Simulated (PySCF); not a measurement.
## Deuteron quadrupole couplings in `CCCPCC(C)=O`

C₆H₁₃OP.
Structure used (GFN2-xTB), in Å, numbered top down from 1:
```
atom  x, y, z in Å
C1    -2.9067    0.5951    1.1242
C2    -2.2451    0.4482   -0.2401
C3    -0.8307   -0.1135   -0.1216
P4    -0.0817   -0.3463   -1.8135
C5     1.6572   -0.8408   -1.3088
C6     2.2699    0.1607   -0.3684
C7     2.6603   -0.3879    0.9799
O8     2.4246    1.3164   -0.6753
H9    -2.3298    1.2655    1.7578
H10   -3.9101    1.0004    1.0195
H11   -2.9767   -0.3707    1.6203
H12   -2.8439   -0.2147   -0.8696
H13   -2.2051    1.4223   -0.7338
H14   -0.8643   -1.0933    0.3671
H15   -0.2086    0.5535    0.4812
H16    0.2447    1.0008   -2.0006
H17    2.2282   -0.8578   -2.2410
H18    1.6332   -1.8491   -0.8913
H19    3.0189    0.4108    1.6239
H20    1.8084   -0.8826    1.4413
H21    3.4482   -1.1277    0.8483
```

Level: PBE0/pcSseg-1 (PySCF, non-relativistic); Q(2H) = 0.00286 b; rigid geometry, the same for H and D, with no vibrational averaging.

Task: Rank these positions by the coupling χzz of a deuteron there, largest first.
A. H16 (P–H hydrogen)
B. H12 (methylene hydrogen)
C. H11 (methyl hydrogen)

Result: C (211 kHz), B (202 kHz), A (129 kHz).

Task: Give the electric field gradient Vzz (the principal value of largest size), its asymmetry and the 2H coupling at each hydrogen.

Result: 
```
atom  bonded to  bond length (Å)  Vzz (au)     η  χzz (kHz)
  H9         C1            1.088    0.3142  0.02        211
 H10         C1            1.087    0.3167  0.02        213
 H11         C1            1.088    0.3145  0.02        211
 H12         C2            1.093    0.3005  0.03        202
 H13         C2            1.093    0.3013  0.03        202
 H14         C3            1.095    0.3012  0.02        202
 H15         C3            1.093    0.3020  0.04        203
 H16         P4            1.399    0.1915  0.08        129
 H17         C5            1.093    0.3047  0.02        205
 H18         C5            1.092    0.3054  0.04        205
 H19         C7            1.087    0.3131  0.00        210
 H20         C7            1.088    0.3137  0.03        211
 H21         C7            1.089    0.3128  0.03        210
```

Task: Average by the element that carries the hydrogen.

Result: on C: 207 kHz over 12 positions, mean bond length 1.090 Å; on P: 129 kHz over 1 position, mean bond length 1.399 Å.

Task: How does χzz go with the bond length over the 12 C–H bonds?

Result: A straight-line fit has a slope of -13.5 kHz for each 0.01 Å, with a correlation coefficient of -0.95, over lengths from 1.087 to 1.095 Å. The longer bonds have the smaller couplings here.

Isolated species at its GFN2-xTB geometry (one conformer only). GFN2-xTB bond lengths can be off by several hundredths of an ångström, more for odd bonds, and the gradients follow them. With a basis this small, the couplings can be 20 % off.
